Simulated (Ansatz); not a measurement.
Q: Name a neutral molecule of B, C, O and H with LUMO energy (B3LYP/def2-TZVPP) between -2.50 and -2.20 eV and LUMO energy (ωB97M-V/def2-TZVPP) between -0.05 and 0.25 eV (Ansatz, PBE0-D4/def2-TZVP geometry).

A: `COBC=O` (-2.36 eV, 0.09 eV); `BC(=O)O` (-2.24 eV, -0.02 eV); `CB(O)C=O` (-2.45 eV, 0.10 eV). Other molecules can fit too; these were computed, each in one conformer that needn't be the lowest.

B3LYP here is the variant with VWN-RPA as its local correlation; programs differ in this.
